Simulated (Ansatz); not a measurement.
`C[Si](C)F` radical at its PBE0-D4/def2-TZVP geometry, where that method's forces vanish. Charge 0, multiplicity 2.

```xyz
10

C    -0.1290   -1.2921   -0.8758
Si    0.3907   -0.4069    0.6847
C     0.2920    1.4505    0.5134
F    -0.6402   -0.8385    1.8494
H    -0.0960   -2.3754   -0.7467
H    -1.1525   -1.0078   -1.1435
H     0.5315   -1.0251   -1.7042
H     0.9691    1.7984   -0.2704
H    -0.7281    1.7478    0.2469
H     0.5625    1.9490    1.4460
```

(1) What forces (eV/Å) does PBE-D4/def2-TZVPP give on these atoms in Ansatz? (Best estimate.)

Results:

(1) The calculation gave: 
```
C1   0.014  0.000  0.001
Si2  0.461  0.044 -0.226
C3   0.013 -0.004 -0.001
F4  -0.394 -0.171  0.456
H5   0.006 -0.205  0.014
H6  -0.201  0.052 -0.058
H7   0.122  0.044 -0.160
H8   0.127  0.072 -0.145
H9  -0.199  0.065 -0.052
H10  0.052  0.103  0.170
```
